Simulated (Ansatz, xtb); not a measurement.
C3H8GeO2: 3 structures ranked

3 gas-phase structures of C3H8GeO2, from a drawn sample of its isomers (lower ones may exist). Each was relaxed with GFN2-xTB; where two conformers were screened, the lower at r2SCAN-D4/def2-SVP is listed:

A. `CO[C@@H]1O[C@H]1[GeH3]`, a singlet
B. `CO[C@@]1([GeH3])CO1`, a singlet
C. `CO[C@@H]1O[C@@H]1[GeH3]`, a singlet

Task: Estimate their order in r2SCAN-D4/def2-SVP energy at these geometries, lowest first.

Result: Calculated order at r2SCAN-D4/def2-SVP: B (0.0), A (5.4), C (8.1) kJ/mol. Less than 1 kcal/mol parts A and C, so the order within that pair means little.

Energies above the lowest of each column, in kJ/mol; the last columns are at B3LYP-D3(BJ)/def2-SVP geometries:

| structure | GFN2-xTB | HF/STO-3G | r2SCAN-D4/def2-SVP | B3LYP-D3(BJ)/def2-SVP | CCSD(T)/def2-SVP + ΔMP2/def2-TZVPP |
| --- | --- | --- | --- | --- | --- |
| B | 0.0 | 1.2 | 0.0 | 0.0 | 0.0 |
| A | 15.7 | 0.0 | 5.4 | 4.1 | 4.1 |
| C | 1.5 | 7.7 | 8.1 | 1.3 | 1.7 |

Every level run on B puts it lowest or level with the lowest. CCSD(T)/def2-SVP + ΔMP2/def2-TZVPP orders those it was run on as B (0.0), C (1.7), A (4.1) kJ/mol. Less than 1 kcal/mol parts B and C; C and A, so the order within those pairs means little. Flexible structures stand in one conformer each, not always the lowest. ΔMP2 is the change of the MP2 energy from the smaller to the larger basis.

Programs: Ansatz 0.2.0, xtb 6.7.1.
